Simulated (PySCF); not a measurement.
C3H4ClF, SMILES F/C=C(/Cl)C.

The structure is a stationary point at PBE0-D3(BJ)/def2-SVP.

Two levels are set side by side: PBE/def2-TZVP (PySCF) and PBE0/def2-TZVP (PySCF). Same geometry, gas phase. Differences are taken from unrounded values.

| quantity | PBE0 |
|---|---|
| orbital gap (eV) | 7.17 |
| highest occupied level (eV) | -7.10 |
| lowest empty level (eV) | 0.07 |
| dipole moment (D) | 0.51 |
| mean polarisability (bohr³) | 49.1 |

What does PBE give, and how far is it from PBE0? (Estimate from the structure and the level; the computed values follow.)


| quantity | PBE | PBE minus PBE0 |
|---|---|---|
| orbital gap (eV) | 4.95 | -2.22 |
| highest occupied level (eV) | -5.86 | 1.23 |
| lowest empty level (eV) | -0.91 | -0.99 |
| dipole moment (D) | 0.54 | 0.02 |
| mean polarisability (bohr³) | 50.5 | 1.5 |

PBE's occupied levels lie high since its potential decays too fast outside the molecule; exact exchange lowers them and widens the gap. Differences between two approximate levels are no errors against the true value.

Rough cost on one machine, each run with all the roots and properties that it gave: PBE0 against PBE within a factor of 2.
